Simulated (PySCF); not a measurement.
Isomers of C2H13NOSi3, from PySCF, PBE0-D3(BJ)/def2-SVP geometry optimisation, gas phase. One conformer each, no zero-point energy, no frequencies.

Question: Which is lowest in electronic energy at this level?
A. `[CH3:1][O:2][SiH2:3][N:4]([SiH3:5])[SiH2:6][CH3:7]` with C1–O2–Si3–N4 177°, O2–Si3–N4–Si5 -179°, Si3–N4–Si6–C7 179°: A = 2103, B = 932.5, C = 666.7 MHz, dipole 0.68 D
B. `[CH3:1][NH:2][SiH2:3][CH2:4][SiH2:5][O:6][SiH3:7]` with C1–N2–Si3–C4 -67°, N2–Si3–C4–Si5 -39°, Si3–C4–Si5–O6 -168°, C4–Si5–O6–Si7 94°: A = 3610, B = 535.6, C = 494.4 MHz, dipole 1.30 D
C. `[CH3:1][N:2]([CH3:3])[Si@@H:4]([SiH3:5])[O:6][SiH3:7]` with C1–N2–Si4–Si5 158°, N2–Si4–O6–Si7 -30°: A = 1322, B = 1187, C = 787.6 MHz, dipole 1.74 D
D. `[CH3:1][N:2]([CH3:3])[SiH2:4][SiH2:5][O:6][SiH3:7]` with C1–N2–Si4–Si5 -45°, N2–Si4–Si5–O6 -175°, Si4–Si5–O6–Si7 178°: A = 4661, B = 490.6, C = 460.3 MHz, dipole 1.19 D
E. `[CH3:1][CH2:2][SiH2:3][O:4][SiH2:5][SiH2:6][NH2:7]` with C1–C2–Si3–O4 179°, C2–Si3–O4–Si5 33°, Si3–O4–Si5–Si6 53°, O4–Si5–Si6–N7 -32°, Si5–Si6–N7–H -157° and 66°: A = 1947, B = 832.4, C = 667.3 MHz, dipole 1.92 D

Answer: E. That is `CC[SiH2]O[SiH2][SiH2]N`, 3.4 kcal/mol below the next.

```tsv
SMILES	mapped SMILES	E (Eh)	relative (kcal/mol)	relative (kJ/mol)	dipole (D)
CC[SiH2]O[SiH2][SiH2]N	[CH3:1][CH2:2][SiH2:3][O:4][SiH2:5][SiH2:6][NH2:7]	-1081.56073	0.0	0.0	1.92
CN[SiH2]C[SiH2]O[SiH3]	[CH3:1][NH:2][SiH2:3][CH2:4][SiH2:5][O:6][SiH3:7]	-1081.55523	3.4	14.4	1.30
CO[SiH2]N([SiH3])[SiH2]C	[CH3:1][O:2][SiH2:3][N:4]([SiH3:5])[SiH2:6][CH3:7]	-1081.55400	4.2	17.7	0.68
CN(C)[Si@@H]([SiH3])O[SiH3]	[CH3:1][N:2]([CH3:3])[Si@@H:4]([SiH3:5])[O:6][SiH3:7]	-1081.53819	14.1	59.2	1.74
CN(C)[SiH2][SiH2]O[SiH3]	[CH3:1][N:2]([CH3:3])[SiH2:4][SiH2:5][O:6][SiH3:7]	-1081.52424	22.9	95.8	1.19
```

As drawn, the lowest has an N–H bond and an Si–C bond, which the highest lacks.
